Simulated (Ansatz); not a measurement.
Consider the redistribution: `C[SiH](Cl)Cl` + `C[CH2][Al]([Cl])[Br]` → `C[SiH](Cl)Br` + `C[CH2][Al]([Cl])[Cl]`.

Calculated with Ansatz (gas phase, PBE0-D4/def2-TZVP geometries, no zero-point term in ΔE). CCSD(T)/CBS is the MP2 limit (def2-TZVPP, def2-QZVPP) plus CCSD(T) − MP2 in def2-TZVPP, frozen cores. Functionals use def2-TZVPP. B3LYP here is the variant with VWN-RPA as its local correlation; programs differ in this. HSE06 is defined as in plane-wave codes. For Br outer-core shells are correlated without core-valence functions, which leaves a few kJ/mol of doubt a bond. Scalar relativity is left out up to krypton. Each species was taken in one conformer, which may not be the lowest.

```
             level  ΔE (kcal/mol)  difference from CCSD(T)/CBS
       LDA (SPW92)            1.1                          0.1
            PBE-D4            0.9                         -0.1
         revPBE-D4            0.8                         -0.2
           BLYP-D4            0.7                         -0.3
           PBE0-D4            1.1                          0.1
          B3LYP-D4            0.9                         -0.1
        r2SCANh-D4            1.1                          0.1
        r2SCAN0-D4            1.1                          0.1
          HSE06-D4            1.1                          0.1
          BHLYP-D4            1.1                          0.1
      CAM-B3LYP-D4            1.0                          0.0
           ωB97X-V            1.0                          0.0
           ωB97M-V            1.1                          0.1
            B2PLYP            1.1                          0.1
          PBE-QIDH            1.2                          0.2
               PBE            0.9                         -0.1
            revPBE            0.8                         -0.2
              BLYP            0.8                         -0.2
            r2SCAN            1.0                          0.0
              PBE0            1.1                          0.1
           r2SCANh            1.1                          0.1
           r2SCAN0            1.1                          0.1
             HSE06            1.1                          0.1
             BHLYP            1.2                          0.2
         CAM-B3LYP            1.1                          0.1
           LC-ωPBE            1.1                          0.1
RPA@PBE/def2-TZVPP            1.2                          0.2
       HF/def2-SVP            1.0                          0.0
      MP2/def2-SVP            0.8                         -0.2
     CCSD/def2-SVP            0.8                         -0.2
  CCSD(T)/def2-SVP            0.8                         -0.2
     HF/def2-TZVPP            1.4                          0.4
    MP2/def2-TZVPP            1.2                          0.2
SCS-MP2/def2-TZVPP            1.2                          0.2
CCSD(T)/def2-TZVPP            1.2                          0.2
     HF/def2-QZVPP            1.4                          0.4
    MP2/def2-QZVPP            1.0                          0.0
      HF/CBS(def2)            1.4                          0.4
     MP2/CBS(def2)            0.9                         -0.1
    CCSD/CBS(def2)            1.0                          0.0
       CCSD(T)/CBS            1.0                            0
```

Largest T1 diagnostic among the species: 0.009.

Leaving LDA and LC-ωPBE aside and taking each functional with its dispersion term where it has one, the values spread over 0.5 kcal/mol, from BLYP-D4 to PBE-QIDH.
